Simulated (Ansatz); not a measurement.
SnMeF3 (CH₃F₃Sn), relaxed as a singlet with RKS PBE-D4/def2-SVP in Ansatz, starting from the GFN2-xTB geometry. Force threshold 0.02 eV/Å.

In the def2 sets Sn takes a core potential; there is no spin–orbit coupling.

Start:

```xyz
8

C    -0.076   -1.281    0.108
F    -1.167    1.681   -1.403
F     1.821    1.577   -0.606
F    -0.349    1.883    1.576
Sn    0.054    0.894   -0.076
H     0.680   -1.573    0.828
H     0.117   -1.685   -0.879
H    -1.081   -1.496    0.453
```

| step | energy (eV) | largest force component (eV/Å) | SCF passes |
| --- | --- | --- | --- |
| 1 | -15053.6888 | 1.230 | 25 |
| 2 | -15053.7412 | 0.274 | 28 |
| 3 | -15053.7438 | 0.183 | 28 |
| 4 | -15053.7448 | 0.027 | 28 |
| 5 | -15053.7448 | 0.001 | 21 |

Force components are those of the run's own axes.

End:

| atom | x (Å) | y (Å) | z (Å) |
| --- | --- | --- | --- |
| C1 | -0.0731 | -1.2324 | 0.1038 |
| F2 | -1.1597 | 1.6519 | -1.3940 |
| F3 | 1.8104 | 1.5440 | -0.5991 |
| F4 | -0.3514 | 1.8544 | 1.5676 |
| Sn5 | 0.0533 | 0.8962 | -0.0754 |
| H6 | 0.6921 | -1.5592 | 0.8311 |
| H7 | 0.1171 | -1.6700 | -0.8930 |
| H8 | -1.0887 | -1.4848 | 0.4588 |

By distances, no bond broke or formed. The bond that changes most is C1–Sn5, from 2.19 to 2.14 Å (atoms count from 1).

No frequencies were taken in this run, so the end may be a saddle point.

It took 6 s on 2 threads of Intel Xeon Platinum 8488C on a shared host.
